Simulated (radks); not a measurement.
Values are calculated unless marked as measured or tabulated.
Task: These are the eigenvalues of the occupied orbitals of an atom or ion with whole-number occupations (eV). Level of theory: scalar-relativistic Kohn-Sham, SCAN, spin-polarised, spherical densities, finite nucleus; meta-GGA in the generalised Kohn-Sham scheme; Fermi nuclear charge, rms radius of each element as measured or else 0.836 A^(1/3) + 0.57 fm (a radial shooting solver on a logarithmic mesh with Libxc functionals).

1s up: -54773.55
1s down: -54773.50
2s up: -10017.50
2s down: -10016.62
2p up: -9003.136
2p down: -9002.348
3s up: -3019.274
3s down: -3018.789
3p up: -2705.308
3p down: -2704.717
3d up: -2308.521
3d down: -2307.581
4s up: -1300.794
4s down: -1297.073
4p up: -1185.483
4p down: -1181.833
4d up: -1033.079

Which element is it, and in what charge state? The configuration may be excited. Open shells, if any, are filled with parallel spins first.

Result: Z = 66, dysprosium, charge +29: Dy29+ in [Kr] 4d1. The list shows which subshells hold electrons but not how many an open one holds; the 1s level, -2012.9 hartree, gives Z - s = 63.4 by -(Z - s)^2/2, which with screening and relativity narrows Z to a few neighbours, and the depths of the outer levels then fix element, charge and occupations together.
